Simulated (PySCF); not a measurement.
C₃H₇NSi₂, SMILES C=C1N=C[SiH2][SiH2]1.

The structure is a stationary point at r2SCAN-D4/def2-SVP. This is a generated structure with no PubChem entry under its InChIKey; it may be hypothetical.

Two levels are set side by side: TDA-PBE/def2-SVPD (PySCF) and TDA-LC-ωPBE/def2-SVPD (PySCF). Vertical, same geometry. The lowest singlet is HOMO→LUMO 98 % with PBE and HOMO→LUMO 91 % with the other functional; states are paired by order. Differences are taken from unrounded values.

```csv
quantity,TDA-LC-ωPBE
lowest singlet excitation (eV),3.76
lowest triplet excitation (TDA) (eV),3.06
first bright state (f over 0.05) (eV),6.03
its oscillator strength,0.38
```

Task: What does TDA-PBE give, and how far is it from TDA-LC-ωPBE? (The exact figures need the calculation; the answer reports its results.)

Result: 
```
quantity                               TDA-PBE  TDA-PBE minus TDA-LC-ωPBE
-------------------------------------  -------  -------------------------
lowest singlet excitation (eV)            3.15                      -0.61
lowest triplet excitation (TDA) (eV)      2.75                      -0.31
first bright state (f over 0.05) (eV)     4.82                      -1.20
its oscillator strength                   0.08                      -0.30
```

Functionals without exact exchange tend to place singlet excitations lower, as here. Differences between two approximate levels are no errors against the true value.

Rough cost on one machine, each run with all the roots and properties that it gave: TDA-LC-ωPBE against TDA-PBE about 3 times.
